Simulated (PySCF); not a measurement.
Compound: C7H15PS.
Bonds: C1–P2 (double), P2–C3, C3–C4, P2–C5, C5–C6, C6–S7, S7–C8, C8–C9, P2–C9. Hydrogens: H10, H11 on C1; H12, H13 on C3; H14, H15, H16 on C4; H17, H18 on C5; H19, H20 on C6; H21, H22 on C8; H23, H24 on C9.

Probes without a nucleus sit at each ring's centroid and 1 Å off its mean plane on both sides; NICS is minus the shielding there, NICSzz its component along the normal. Level: GIAO PBE0/pcSseg-1 (PySCF, non-relativistic, gas phase) on the GFN2-xTB geometry, one conformer.

Ring bond lengths (Å), with Mayer bond orders in brackets: P2–C5 1.835 (0.94), C5–C6 1.518 (1.01), C6–S7 1.819 (1.01), S7–C8 1.819 (1.01), C8–C9 1.518 (1.01), C9–P2 1.835 (0.94).

Problem. Give the NICS values of each ring in ppm.

Solution. 
```csv
ring,type,NICS(0),"NICS(1), two faces","NICS(1)zz, two faces",rms pucker (Å),"centre to ring atoms, mean (Å)"
P2–C5–C6–S7–C8–C9,6-membered ring with P and S; formal bonds all single,-3.1,-2.0 / -1.9,4.5 / 5.5,0.31,1.63
```

Problem. What can be read from them?

Solution. 
- P2–C5–C6–S7–C8–C9: mean NICS(1)zz 5.0 ppm, deshielded. P2, C5, C6, C8, C9 have four or more neighbours, and the NICS criterion for π rings isn't applied.

Problem. How shielded are the nuclei of the rings and their hydrogens (means over atoms taken as equivalent)?

Solution. 
```tsv
atoms	environment	σ isotropic (ppm)	principal values of the symmetric part, first atom (ppm)
P2	phosphorus bonded to 4 C	319.8	218.7, 321.6, 419.2
C5 (×2)	sp3 carbon bound to phosphorus	159.8	142.8, 164.0, 172.6
C6 (×2)	sp3 carbon bound to sulfur	156.7	144.9, 154.5, 170.8
S7	sulfide sulfur	469.7	365.0, 461.5, 582.6
H17 (×2)	methylene hydrogen	29.63	25.8, 29.1, 34.0
H18 (×2)	methylene hydrogen	29.98	25.6, 27.9, 36.5
H19 (×2)	methylene hydrogen	29.47	22.9, 27.5, 38.0
H20 (×2)	methylene hydrogen	26.94	22.9, 26.5, 31.4
```
